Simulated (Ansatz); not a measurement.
Consider the atomization: `C1NC[SiH2]N1` → 2 C• + 8 H• + 2 N• + Si•.

Isolated molecules relaxed with PBE0-D4/def2-TZVP in Ansatz; ΔE leaves out vibrations. CCSD(T)/CBS adds triple-zeta CCSD(T) − MP2 to the extrapolated MP2 energy (def2 sets, frozen cores). This one scheme is used for every species, atoms too. DFT in def2-TZVPP. HSE06 is defined as in plane-wave codes. Open shells (•) are unrestricted, without spin–orbit coupling. Spin–orbit coupling would lower the free atoms: a little for C, Si.

What is ΔE at CCSD(T)/CBS? (Estimate.)

The calculation gave: +4748.6 kJ/mol.

What do these levels give: revPBE-D4, r2SCAN0-D4, HSE06-D4, PBE-QIDH, PBE, r2SCAN0, CCSD/def2-SVP, CCSD(T)/def2-SVP, MP2/def2-TZVPP, SCS-MP2/def2-TZVPP, SCS-MP2/def2-QZVPP, HF/CBS(def2)? (Estimate.)

Computed: revPBE-D4 4739.0, r2SCAN0-D4 4675.5, HSE06-D4 4772.7, PBE-QIDH 4716.9, PBE 4821.6, r2SCAN0 4667.5, CCSD/def2-SVP 4400.8, CCSD(T)/def2-SVP 4448.7, MP2/def2-TZVPP 4661.8, SCS-MP2/def2-TZVPP 4674.1, SCS-MP2/def2-QZVPP 4769.9, HF/CBS(def2) 3350.3 kJ/mol.

Largest T1 diagnostic among the species: 0.012.

From r2SCAN to r2SCAN0 (25 % exact exchange), in def2-TZVPP and without D4, ΔE moves by −62.5 kJ/mol: exact exchange takes away binding that semilocal exchange gives to molecules. Leaving LDA and LC-ωPBE aside and taking each functional with its dispersion term where it has one, the values, not all of them listed here, spread over 219.7 kJ/mol, from BHLYP-D4 to PBE-D4. LDA lies +637.7 kJ/mol from PBE without D4, its usual overbinding.

For atomizations the MP2-based limit and the directly extrapolated one differ by several kJ/mol either way, and by 10 to 25 for some Ge, Se and Sn compounds, so smaller differences from it don't rank the levels.
